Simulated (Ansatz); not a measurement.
Isolated molecules relaxed with PBE0-D4/def2-TZVP in Ansatz; ΔE leaves out vibrations. CCSD(T)/CBS adds triple-zeta CCSD(T) − MP2 to the extrapolated MP2 energy (def2 sets, frozen cores). This one scheme is used for every species. DFT in def2-TZVPP. B3LYP here is the variant with VWN-RPA as its local correlation; programs differ in this. HSE06 is defined as in plane-wave codes. One conformer a species, not always the lowest.

`FC(F)O[C@@H](F)[C@H](F)C(F)F` + H–F → `FC(F)OC(F)F` + `FCC(F)F`  (substitution at a C–C bond)

(1) Is it downhill or uphill in electronic energy at CCSD(T)/CBS, and by how much? (Estimate.)

(2) What do these levels give: B97M-V, B3LYP-D4, PBE0, HSE06, CCSD(T)/def2-TZVPP, MP2/def2-QZVPP? (An estimate is asked.)

(3) What do rigid-rotor, harmonic-oscillator terms from PBE0-D4/def2-TZVP frequencies (298.15 K, 1 bar) make of the CCSD(T)/CBS value? (Estimate.)

Largest T1 diagnostic among the species: 0.012.

Answers

(1) Ansatz gave: Uphill: ΔE = +23.0 kJ/mol.

(2) Computed: B97M-V 3.4, B3LYP-D4 6.9, PBE0 2.0, HSE06 1.8, CCSD(T)/def2-TZVPP 17.4, MP2/def2-QZVPP 25.5 kJ/mol.

(3) The calculation gave: ΔZPE = +6.7 kJ/mol, ΔH = +25.4 kJ/mol, ΔS = 36 J/(mol·K), ΔG = +14.5 kJ/mol. Modes under 50 cm⁻¹ make the entropy rough.

From BLYP to BHLYP (50 % exact exchange), in def2-TZVPP and without D4, ΔE moves by +7.0 kJ/mol. In def2-TZVPP, CCSD(T) changes the Hartree–Fock value by +28.9 kJ/mol (the triples alone add +2.7 kJ/mol) and MP2 by +33.8 kJ/mol.
